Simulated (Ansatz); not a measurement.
Basis-set series for C$_{2}$H$_{5}$AlClF (`C[CH2][Al]([F])[Cl]`). Total charge 0; spin multiplicity 1. All single points use the PBE0-D4/def2-TZVP geometry. It is one conformer, not always the lowest.

Cartesian coordinates in Å:
```
C 1.2998 -0.2783 0.0403
C -0.1564 -0.6272 -0.2626
Al -1.4585 0.7532 0.1319
F -3.0656 0.4900 -0.1041
Cl -0.9271 2.6361 0.8678
H 1.9705 -1.1030 -0.2157
H 1.6310 0.5990 -0.5201
H 1.4500 -0.0511 1.0982
H -0.2803 -0.8916 -1.3202
H -0.4634 -1.5271 0.2844
```

```json
{"functional": "PBE0-D4", "basis": "def2-TZVPP", "functions": "247", "energy (Eh)": "-881.49648", "HOMO (eV)": "-8.41", "LUMO (eV)": "-0.55"}
{"functional": "PBE0-D4", "basis": "def2-QZVPP", "functions": "461", "energy (Eh)": "-881.52826", "HOMO (eV)": "-8.42", "LUMO (eV)": "-0.69"}
{"functional": "ωB97M-V", "basis": "def2-TZVPP", "functions": "247", "energy (Eh)": "-881.84415", "HOMO (eV)": "-10.62", "LUMO (eV)": "1.03"}
{"functional": "ωB97M-V", "basis": "def2-QZVPP", "functions": "461", "energy (Eh)": "-881.87444", "HOMO (eV)": "-10.64", "LUMO (eV)": "0.64"}
```

Q: Give the rows for def2-SVP. (Best estimate.)

A: The calculation gave: 
```json
{"functional": "PBE0-D4", "basis": "def2-SVP", "functions": "103", "energy (Eh)": "-881.03838", "HOMO (eV)": "-8.36", "LUMO (eV)": "-0.42"}
{"functional": "ωB97M-V", "basis": "def2-SVP", "functions": "103", "energy (Eh)": "-881.38059", "HOMO (eV)": "-10.56", "LUMO (eV)": "1.30"}
```

Positive LUMOs are unbound and depend on the basis.

Program: Ansatz 0.2.0.
